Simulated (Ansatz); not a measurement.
C₅H₅NO, SMILES `O=Cc1ccc[nH]1`, charge 0, multiplicity 1.

Q: Give a relaxed structure at PBE0-D4/def2-TZVP (Ansatz 0.2.0). (An estimate is asked.)

A: Ansatz gave: 
Cartesian coordinates in Å:
```
O -2.603 -0.014 1.181
C -1.787 0.728 0.674
C -0.510 0.288 0.178
C 0.532 0.976 -0.422
C 1.541 0.043 -0.706
C 1.088 -1.189 -0.272
N -0.142 -1.026 0.255
H -1.984 1.812 0.562
H 0.546 2.036 -0.625
H 2.494 0.234 -1.173
H 1.562 -2.157 -0.307
H -0.737 -1.732 0.655
```
Point group Cs.
This is one stationary point; other conformers may exist.
